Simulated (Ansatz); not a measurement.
**Which is lower?**

Two relaxed structures of SiNH₄Se (charge +1), singlet (PBE0-D4/def2-TZVP; forces vanish, vibrations not checked).

A:

```
7
angstrom
N 0.4528 0.4271 0.0461
Si -1.1609 0.1734 -0.1237
Se 1.9266 -0.7187 0.2053
H -1.6249 -1.2177 -0.1677
H -2.0190 1.3608 -0.2176
H 0.7773 1.3903 0.0772
H 1.1013 -1.9345 0.1247
```

B:

| atom | x (Å) | y (Å) | z (Å) |
| --- | --- | --- | --- |
| N1 | -1.1242 | 0.2023 | -0.1195 |
| Si2 | 0.4738 | 0.5573 | 0.0479 |
| Se3 | 2.0702 | -0.9156 | 0.2219 |
| H4 | -1.5198 | -0.7266 | -0.1579 |
| H5 | -1.8250 | 0.9291 | -0.1961 |
| H6 | 0.8156 | 1.9843 | 0.0788 |
| H7 | 1.1095 | -2.0307 | 0.1249 |

Program: Ansatz 0.2.0. Basis: def2-TZVPP. Cores are frozen in the correlated methods. Filled d shells of the heavier atoms are correlated. The def2 sets are not built for correlating such inner shells, so the correlated values are less sure here. B3LYP uses VWN-RPA correlation.

Task: Which structure is lower at CCSD(T), and by how much? (Judge from chemistry; the value comes from the calculation.)

Result: The calculation gives: B, by 208.2 kJ/mol (electronic energy, against the other). By their contacts, A is SiNH₄Se ([SiH2][NH][SeH]), total charge +1 and B is SiNH₄Se ([NH2][SiH][SeH]), total charge +1.

All methods give the same order:

```
   method  E(B) − E(A) (kJ/mol)
   PBE-D4                -206.5
r2SCAN-D4                -218.7
  PBE0-D4                -217.9
 B3LYP-D4                -203.6
  wB97M-V                -211.8
       HF                -214.3
      MP2                -216.1
     CCSD                -209.5
  CCSD(T)                -208.2
```

The T1 diagnostic stays at or below 0.017.

Labels in which every atom is bracketed show which atoms are joined, not bond orders.

For scale, one of the runs: CCSD(T)/def2-TZVPP, 177 basis functions, launched by `ansatz run in.yaml --threads 2 --pin off --events-out ev --progress --plain --max-ram 4352MiB`. Hardware: 2 CPU threads of an Intel Xeon Platinum 8488C, shared host. Wall time 31 s; peak host memory 1.6 GiB.
